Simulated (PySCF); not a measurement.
Species: C₃H₂BF₃.
InChI=1S/C3H2BF3/c5-3-1-2(3)4(6)7/h1H2

Torsions of this conformer, `[F:1][B:2]([F:3])[C:4]1=[C:5]([F:6])[CH2:7]1`: F1–B2–C4–C5 180°.

The closed-shell ground state was solved at several levels (PySCF, density fitting, gas phase, non-relativistic). One conformer (not necessarily the lowest) at the GFN2-xTB geometry, without solvent, vibrations or thermal averaging.

| level | basis functions | total energy (Eh) | HOMO (eV) | LUMO (eV) | gap (eV) | dipole (D) |
| --- | --- | --- | --- | --- | --- | --- |
| CAM-B3LYP/def2-SVPD | 165 | -439.4772 | -9.37 | -0.64 | 8.73 | 1.87 |
| PBE0/pcSseg-1 | 129 | -439.4396 | -8.00 | -1.67 | 6.33 | 1.89 |

(1) Estimate the row for B3LYP/pcJ-1, a basis of 209 functions; the other rows only guide the guess.

(2) Over all these levels, which gives the widest orbital gap and which the narrowest?

(3) How far do the dipole and the HOMO energy spread over the levels?

## Answers

(1) Total energy -439.9422 Eh, HOMO -7.77 eV, LUMO -1.87 eV, gap 5.90 eV, dipole 1.89 D.

(2) CAM-B3LYP/def2-SVPD (range-separated hybrid) has the widest, 8.73 eV, and B3LYP/pcJ-1 (global hybrid, 20 % exact exchange) the narrowest, 5.90 eV. Functional and basis both differ between the two, so the spread mixes both effects.

(3) The dipole runs from 1.87 to 1.89 D (mean 1.88 D) and the HOMO from -9.37 to -7.77 eV.
